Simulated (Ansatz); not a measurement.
CdH, multiplicity 2 (lowest of 2S+1 = 2, 4 at CCSD(T)/def2-TZVPP on PBE0 minima; our sources give no spin for the ground state, which may be another), most abundant isotopes (113.9034 and 1.0078 u). Constants from fifth-degree fits in 1/R to seven points on the lowest solution found; no spin–orbit coupling, no relativity up to Kr; ω_e x_e and α_e move by some per cent with the fit.

Correlated levels freeze the inner cores; with def2 sets outer-core shells near the valence are correlated too. CBS: X⁻³ extrapolation of the correlation energy, Hartree–Fock from the larger set.

Programs: Ansatz (Gaussian basis) for Hartree–Fock, density functionals and correlated methods.  In def2 rows elements past Kr take small-core potentials, without spin–orbit coupling.

```csv
level,r_e (Å),ω_e (cm⁻¹),ω_e x_e (cm⁻¹),α_e (cm⁻¹)
PBE/def2-TZVPP,1.7883,1320.2,50.5,0.254
"CCSD(T)/CBS(def2-TZVPP, def2-QZVPP)",1.7603,1431.5,48.5,0.229
```

Question: Derive the rotational constants, the centrifugal constant, the fundamental, the zero-point energy and the force constant.

Answer: 
μ = 0.99899 u.
- PBE/def2-TZVPP: B_e = 16.8576/(μ r_e²) = 5.2765 cm⁻¹; B₀ = B_e − α_e/2 = 5.1495 cm⁻¹; D = 4B_e³/ω_e² = 3.37e-04 cm⁻¹; fundamental ω_e − 2ω_e x_e = 1219 cm⁻¹; zero-point energy ω_e/2 − ω_e x_e/4 = 647 cm⁻¹; k = μ(2πcω_e)² = 103 N/m
- CCSD(T)/CBS(def2-TZVPP, def2-QZVPP): B_e = 16.8576/(μ r_e²) = 5.4460 cm⁻¹; B₀ = B_e − α_e/2 = 5.3318 cm⁻¹; D = 4B_e³/ω_e² = 3.15e-04 cm⁻¹; fundamental ω_e − 2ω_e x_e = 1335 cm⁻¹; zero-point energy ω_e/2 − ω_e x_e/4 = 704 cm⁻¹; k = μ(2πcω_e)² = 121 N/m

Ansatz is a program for electronic structure.
